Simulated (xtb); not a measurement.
xtb input:

```bash
xtb mol.xyz --gfn 2 --sp --chrg -1 --uhf 0
```
mol.xyz:
```
6

Si    -1.18640443    -0.20778271     0.29922108
P      1.10210299     0.18323999    -0.27539270
H     -1.66743176     0.52361770    -0.97018141
H     -1.23077553     1.07940623     1.14709630
H      1.28795047    -0.97616809    -1.08835501
H      1.68837388    -0.46649774     0.85323543
```

**Question.** Predict the final energy.

**Answer.** -6.43571 Eh (GFN2-xTB).

It need not be the lowest isomer of its formula. Whether it binds its extra electron was not tested at this geometry.
